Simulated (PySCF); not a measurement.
A structure optimised at PBE-D3(BJ)/def2-TZVP, used in a PySCF frequency run:

```xyz
6

B      0.0000     0.0000    -0.7807
N      0.0000     0.0000     0.6121
H      0.0000     1.0536    -1.3608
H      0.0000    -1.0536    -1.3608
H      0.0000    -0.8476     1.1702
H      0.0000     0.8476     1.1702
```
Charge 0, spin multiplicity 1.

### Question
Write its SMILES, formula and point group.

### Answer
BN, BH4N, C2v

### Question
What are its rotational constants (standard atomic weights)?

### Answer
137.10, 27.575, 22.957 GHz
